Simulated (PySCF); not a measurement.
## Zr(3+): ionisation energy

Zr(3+) [Kr] 4d1 [4d3/2^1, M_J = 3/2] → Zr(4+) [Kr], as a difference of total energies. All numbers are calculated (PySCF 2.14, the two-component X2C-1e Hamiltonian, in x2c-TZVPPall-2c (8s9p7d2f1g, 93 functions)). Correlated levels: [Ar] 3d10 frozen; the 6 highest virtual spinors dropped. "Screened" scales the spin-orbit matrix elements by Boettger's factors to mimic the two-electron term; Breit and QED terms are absent.

| method | ionisation energy (eV) | error (eV) |
| --- | --- | --- |
| GHF (spin-free) | 33.436 | -0.982 |
| GMP2 (spin-free) | 33.931 | -0.487 |
| GHF (screened spin-orbit) | 33.517 | -0.901 |
| GMP2 (screened spin-orbit) | 34.035 | -0.383 |

Reference: 34.418 eV (measured; NIST Atomic Spectra Database, ionization energies).

The spin-free rows lack the spin-orbit shift.

Errors of the correlated levels include the incompleteness of this basis and the frozen core.
